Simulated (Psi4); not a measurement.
nickel atom (Ni), triplet; PBE0/3-21G run with Psi4.

Psi4 was given this input:
```
memory 2 GB

molecule mol {
0 3
  Ni    0.000000    0.000000    0.000000
}

set basis 3-21g
set reference uks
set guess huckel

energy('pbe0')
print_variables()
```

It wrote (shortened):

```
   => Loading Basis Set <=

    Name: 3-21G
    Role: ORBITAL
    Keyword: BASIS

         ---------------------------------------------------------
                                   SCF
               by Justin Turney, Rob Parrish, Andy Simmonett
                          and Daniel G. A. Smith
                              UKS Reference
         ---------------------------------------------------------

  ==> Geometry <==

    Molecular point group: d2h
    Geometry (in Angstrom), charge = 0, multiplicity = 3:

       Center              X                  Y                   Z               Mass
    ------------   -----------------  -----------------  -----------------  -----------------
         NI           0.000000000000     0.000000000000     0.000000000000    57.935342410000

  Running in d2h symmetry.

  Rotational constants: A = ************  B = ************  C = ************ [cm^-1]
  Rotational constants: A = ************  B = ************  C = ************ [MHz]
  Nuclear repulsion =    0.000000000000000

  Charge       = 0
  Multiplicity = 3
  Electrons    = 28
  Nalpha       = 15
  Nbeta        = 13

  ==> Algorithm <==

  SCF Algorithm Type is DF.
  DIIS enabled.
  MOM disabled.
  Fractional occupation disabled.
  Guess Type is HUCKEL.
  Energy threshold   = 1.00e-06
  Density threshold  = 1.00e-06
  Integral threshold = 1.00e-12

  ==> Primary Basis <==

  Basis Set: 3-21G
    Blend: 3-21G
    Number of shells: 11
    Number of basis functions: 29
    Number of Cartesian functions: 29
    Spherical Harmonics?: false
    Max angular momentum: 2

  ==> DFT Potential <==

   => LibXC <=

    Version 7.1.2
    S. Lehtola, C. Steigemann, M. J. T. Oliveira, and M. A. L. Marques,  SoftwareX 7, 1–5 (2018) (10.1016/j.softx.2017.11.002)

   => Composite Functional: PBE0 <=

    PBE0 Hyb-GGA Exchange-Correlation Functional

    C. Adamo and V. Barone,  J. Chem. Phys. 110, 6158 (1999) (10.1063/1.478522)
    M. Ernzerhof and G. E. Scuseria,  J. Chem. Phys. 110, 5029 (1999) (10.1063/1.478401)

    Deriv               =              1
    GGA                 =           TRUE
    Meta                =          FALSE

    Exchange Hybrid     =           TRUE
    MP2 Hybrid          =          FALSE

   => Exchange Functionals <=

    0.7500   Perdew, Burke & Ernzerhof

   => Exact (HF) Exchange <=

    0.2500               HF

   => Correlation Functionals <=

    1.0000   Perdew, Burke & Ernzerhof

   => LibXC Density Thresholds  <==

    XC_HYB_GGA_XC_PBEH:  1.00E-15

   => Molecular Quadrature <=

    Radial Scheme          =       TREUTLER
    Pruning Scheme         =           NONE
    Nuclear Scheme         =       TREUTLER

    Blocking Scheme        =         OCTREE
    BS radius alpha        =              1
    Pruning alpha          =              1
    Radial Points          =             75
    Spherical Points       =            302
    Total Points           =          21436
    Total Blocks           =            240
    Max Points             =            251
    Max Functions          =             29
    Weights Tolerance      =       1.00E-15

   => Loading Basis Set <=

    Name: (3-21G AUX)
    Role: JKFIT
    Keyword: DF_BASIS_SCF

  ==> Integral Setup <==

  SCF_SUBTYPE=INCORE selected. In-core MEM_DF algorithm will be used.
  Using in-core AOs.

  ==> MemDFJK: Density-Fitted J/K Matrices <==

    J tasked:                   Yes
    K tasked:                   Yes
    wK tasked:                   No
    Algorithm:                 Core
    Schwarz Cutoff:           1E-12
    Mask sparsity (%):       0.0000
    Fitting Condition:        1E-10

   => Auxiliary Basis Set <=

  Basis Set: (3-21G AUX)
    Blend: DEF2-UNIVERSAL-JKFIT
    Number of shells: 58
    Number of basis functions: 377
    Number of Cartesian functions: 377
    Spherical Harmonics?: false
    Max angular momentum: 6

  Minimum eigenvalue in the overlap matrix is 5.6059815006E-03.
  Reciprocal condition number of the overlap matrix is 1.5028645381E-03.
    Using symmetric orthogonalization.

  ==> Pre-Iterations <==

  SCF Guess: Huckel guess via on-the-fly atomic UHF (doi:10.1021/acs.jctc.8b01089).

   -------------------------------------------------------
    Irrep   Nso     Nmo     Nalpha   Nbeta   Ndocc  Nsocc
   -------------------------------------------------------
     Ag        11      11       6       4       4       2
     B1g        2       2       1       1       1       0
     B2g        2       2       1       1       1       0
     B3g        2       2       1       1       1       0
     Au         0       0       0       0       0       0
     B1u        4       4       2       2       2       0
     B2u        4       4       2       2       2       0
     B3u        4       4       2       2       2       0
   -------------------------------------------------------
    Total      29      29      15      13      13       2
   -------------------------------------------------------

  ==> Iterations <==

                           Total Energy        Delta E     RMS |[F,P]|

    Occupation by irrep:
             Ag   B1g   B2g   B3g    Au   B1u   B2u   B3u
    DOCC [     4,    0,    0,    0,    0,    3,    3,    3 ]
    SOCC [     1,    0,    0,    0,    0,    0,    1,    0 ]
    NA   [     5,    0,    0,    0,    0,    3,    4,    3 ]
    NB   [     4,    0,    0,    0,    0,    3,    3,    3 ]

   @DF-UKS iter   1: -1499.70613739212877   -1.49971e+03   1.54600e-01 ADIIS
    Occupation by irrep:
             Ag   B1g   B2g   B3g    Au   B1u   B2u   B3u
Warning! Irrep has more beta than alpha electrons in symmetry 2 orbitals.
Warning! Irrep has more beta than alpha electrons in symmetry 2 orbitals.
    DOCC [     4,    1,    0,    1,    0,    2,    2,    2 ]
    SOCC [     1,    0,    1,    0,    0,    1,    1,    0 ]
    NA   [     5,    1,    0,    1,    0,    3,    3,    2 ]
    NB   [     4,    1,    1,    1,    0,    2,    2,    2 ]

   @DF-UKS iter   2: -1476.11955807703271    2.35866e+01   2.90167e-01 ADIIS
    Occupation by irrep:
             Ag   B1g   B2g   B3g    Au   B1u   B2u   B3u
    DOCC [     4,    1,    1,    1,    0,    2,    2,    2 ]
    SOCC [     2,    0,    0,    0,    0,    0,    0,    0 ]
    NA   [     6,    1,    1,    1,    0,    2,    2,    2 ]
    NB   [     4,    1,    1,    1,    0,    2,    2,    2 ]

   @DF-UKS iter   3: -1498.80150146804704   -2.26819e+01   1.54165e-01 ADIIS
   @DF-UKS iter   4: -1500.65404423219366   -1.85254e+00   1.79803e-02 DIIS/ADIIS
   @DF-UKS iter   5: -1500.66999782896573   -1.59536e-02   2.69486e-03 DIIS/ADIIS
   @DF-UKS iter   6: -1500.67099890580698   -1.00108e-03   9.71846e-04 DIIS/ADIIS
   @DF-UKS iter   7: -1500.67110701482443   -1.08109e-04   1.49116e-04 DIIS/ADIIS
   @DF-UKS iter   8: -1500.67110979544873   -2.78062e-06   3.70308e-05 DIIS
   @DF-UKS iter   9: -1500.67110985577096   -6.03222e-08   8.36611e-06 DIIS
   @DF-UKS iter  10: -1500.67110986005287   -4.28190e-09   1.54086e-06 DIIS
   @DF-UKS iter  11: -1500.67110986018952   -1.36652e-10   7.54711e-08 DIIS
  Energy and wave function converged.

  ==> Post-Iterations <==

   Electrons on quadrature grid:
      Nalpha   =   14.9999999360 ; deviation = -6.396e-08
      Nbeta    =   12.9999999360 ; deviation = -6.396e-08
      Ntotal   =   27.9999998721 ; deviation = -1.279e-07

   @Spin Contamination Metric:   1.468221264E-03
   @S^2 Expected:                2.000000000E+00
   @S^2 Observed:                2.001468221E+00
   @S   Expected:                1.000000000E+00
   @S   Observed:                1.000000000E+00

    Orbital Energies [Eh]
    ---------------------

    Alpha Occupied:

[...]
    Alpha Virtual:

[...]
    Beta Occupied:

[...]
       4Ag    -0.200917

    Beta Virtual:

[...]
      11Ag    21.977685

    Final Occupation by Irrep:
             Ag   B1g   B2g   B3g    Au   B1u   B2u   B3u
    DOCC [     4,    1,    1,    1,    0,    2,    2,    2 ]
    SOCC [     2,    0,    0,    0,    0,    0,    0,    0 ]
    NA   [     6,    1,    1,    1,    0,    2,    2,    2 ]
    NB   [     4,    1,    1,    1,    0,    2,    2,    2 ]

  @DF-UKS Final Energy: -1500.67110986018952

   => Energetics <=

    Nuclear Repulsion Energy =              0.0000000000000000
    One-Electron Energy =               -2087.4110601716292877
    Two-Electron Energy =                 634.1788395209988494
    DFT Exchange-Correlation Energy =     -47.4388892095588943
    Empirical Dispersion Energy =           0.0000000000000000
    VV10 Nonlocal Energy =                  0.0000000000000000
    Total Energy =                      -1500.6711098601895173

  UHF NO Occupations:
  HONO-2 :    4 Ag 1.9993119
  HONO-1 :    5 Ag 1.0000000
  HONO-0 :    6 Ag 1.0000000
  LUNO+0 :    7 Ag 0.0006881
  LUNO+1 :    2B1g 0.0000095
  LUNO+2 :    2B2g 0.0000095
  LUNO+3 :    2B3g 0.0000095

Computation Completed

Properties will be evaluated at   0.000000,   0.000000,   0.000000 [a0]

Properties computed using the SCF density matrix

 Multipole Moments:

 ------------------------------------------------------------------------------------
     Multipole            Electronic (a.u.)      Nuclear  (a.u.)        Total (a.u.)
 ------------------------------------------------------------------------------------

 L = 1.  Multiply by 2.5417464519 to convert [e a0] to [Debye]
 Dipole X            :          0.0000000            0.0000000            0.0000000
 Dipole Y            :          0.0000000            0.0000000            0.0000000
 Dipole Z            :          0.0000000            0.0000000            0.0000000
 Magnitude           :                                                    0.0000000

 ------------------------------------------------------------------------------------

  Variable Map:
  ----------------------------------------------------------------------------
[...]
  Array Variable Map:
  ----------------------------------------------------------------------------
[...]
[...]
```
